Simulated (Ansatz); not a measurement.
A nudged elastic band was laid between two geometries of C2H6BFO2 + H2 (14 atoms, charge 0, multiplicity 1).

The calculation used RKS revPBE-D4/6-31G* in Ansatz 0.2.0.

- movable images: 5
- climbing image: yes
- spring: 5.0 eV/Å²
- optimiser: quadratic models (default)
- start path: through a guess of the saddle point
- force threshold: 0.05 eV/Å
- iteration limit: 60
- end points: relaxed

First end point:

```xyz
14
Properties=species:S:1:pos:R:3
B 0.503 0.418 -0.215
F 0.704 1.478 0.608
O 0.178 -0.820 0.284
C 0.008 -0.999 1.699
O 0.633 0.635 -1.559
C 0.423 -0.458 -2.466
H -1.395 2.453 1.649
H -2.046 2.678 1.938
H 0.763 -0.439 2.277
H -0.998 -0.666 2.012
H 0.110 -2.076 1.909
H -0.524 -0.984 -2.253
H 1.252 -1.186 -2.402
H 0.390 -0.034 -3.483
```

Last end point:

```xyz
14
Properties=species:S:1:pos:R:3
B -0.631 0.368 -0.159
F 1.149 2.021 1.268
O -0.105 -0.770 0.391
C -0.143 -0.936 1.820
O -0.491 0.653 -1.486
C 0.282 -0.238 -2.315
H 0.230 2.089 1.043
H -1.282 1.167 0.494
H 0.521 -0.198 2.299
H -1.171 -0.816 2.212
H 0.210 -1.956 2.043
H -0.223 -1.216 -2.414
H 1.287 -0.400 -1.890
H 0.367 0.233 -3.306
```

(1) What changes between the two ends?

(2) What energy profile does the band end with?

(3) What is the geometry of the highest image?

Results:

(1) Bonds broken: B1–F2, H7–H8. Bonds formed: B1–H8, F2–H7. C2H6BFO2 + H2 becomes C2H7BO2 + FH.

(2) The forces met the threshold. The highest image is number 4 of 0 to 6, 227.2 kJ/mol above the first end and 85.3 kJ/mol above the last; the last end lies 141.9 kJ/mol above the first. Neighbouring images differ by up to 2.3 eV, so the band resolves the path poorly. A vibrational analysis at the climbing image gives one clearly imaginary mode, 1012i cm⁻¹: a first-order saddle point. Another band between the same ends, with other settings, climbed to 1.48 eV only, so this may not be the lowest route. The orbitals stay closed-shell, which can raise the energy where a bond breaks towards radicals; this wasn't checked here.

| image | path coordinate (Å) | energy (kJ/mol) | B1–F2 (Å) | H7–H8 (Å) | B1–H8 (Å) |
| --- | --- | --- | --- | --- | --- |
| 0 | 0.00 | 0.0 | 1.36 | 0.75 | 4.03 |
| 1 | 2.38 | 0.2 | 1.36 | 0.75 | 3.99 |
| 2 | 4.77 | 0.0 | 1.36 | 0.75 | 3.91 |
| 3 | 7.15 | 1.9 | 1.36 | 0.75 | 3.22 |
| 4 | 9.53 | 227.2 | 1.73 | 1.02 | 1.38 |
| 5 | 12.80 | 142.5 | 2.83 | 1.81 | 1.22 |
| 6 | 16.07 | 141.9 | 2.82 | 1.85 | 1.22 |

(3) 
```xyz
14
Properties=species:S:1:pos:R:3
B -0.271 0.517 -0.058
F 0.663 1.586 0.933
O -0.176 -0.768 0.427
C -0.287 -1.005 1.832
O -0.143 0.834 -1.386
C 0.617 -0.040 -2.236
H -0.531 1.664 0.856
H -1.349 1.221 0.438
H -0.331 -2.095 1.983
H 0.581 -0.592 2.374
H -1.211 -0.551 2.243
H 1.694 0.202 -2.170
H 0.275 0.128 -3.270
H 0.469 -1.099 -1.965
```

The run took 2.6 min on 2 threads of AMD EPYC 9R45 96-Core Processor (Zen 5) (shared host), peak memory 0.17 GiB.
